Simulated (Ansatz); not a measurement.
Geometry optimisation, RKS B3LYP-D4/STO-3G (Ansatz 0.2.0).

input.yaml

```yaml
crystal:
  periodic: [false, false, false]
  atoms:
    - { symbol: F, position_ang: [0.8893, -1.5479, 0.0898] }
    - { symbol: C, position_ang: [-0.0485, -0.5081, -0.2829] }
    - { symbol: Al, position_ang: [0.7007, 1.269, 0.169] }
    - { symbol: S, position_ang: [-1.5353, -0.7177, 0.6068] }
    - { symbol: H, position_ang: [-0.2271, -0.5566, -1.393] }
    - { symbol: H, position_ang: [-0.0281, 2.2467, 1.2024] }
    - { symbol: H, position_ang: [2.1464, 1.7255, -0.4616] }
    - { symbol: H, position_ang: [-1.8052, -1.9679, 0.0137] }
basis:
  gaussian: { orbitals: STO-3G }
hamiltonian:
  xc: b3lyp
  dispersion: d4
relax:
  f_tol: 0.02
  max_steps: 50
```

Launched with:

```bash
$ ansatz run input.yaml --threads 1 --pin off --max-ram 2048MiB --backend cpu --events-out ev --progress --plain --runs-dir out
```

Task: Where does it end, and by what steps?

Result: The run converged. Limits of this set-up: minimal basis. After 5 steps the energy has fallen by 0.521 eV; H8 moved furthest, 0.12 Å.

| step | energy less start (eV) | largest force component (eV/Å) | accepted |
| --- | --- | --- | --- |
| 0 | 0.0000 | 2.672 | yes |
| 1 | -0.4201 | 1.291 | yes |
| 2 | -0.5055 | 0.739 | yes |
| 3 | -0.5185 | 0.205 | yes |
| 4 | -0.5202 | 0.051 | yes |
| 5 | -0.5206 | 0.016 | yes |

```xyz
8
Properties=species:S:1:pos:R:3
F 0.973 -1.501 0.062
C 0.021 -0.480 -0.244
Al 0.738 1.290 0.179
S -1.579 -0.774 0.647
H -0.197 -0.562 -1.340
H 0.002 2.186 1.129
H 2.035 1.694 -0.456
H -1.902 -1.910 -0.033
```

Time of the run: 6.7 s on 1 thread of AMD EPYC 9R45 96-Core Processor (Zen 5), with other jobs on the host, peak memory 0.15 GiB.
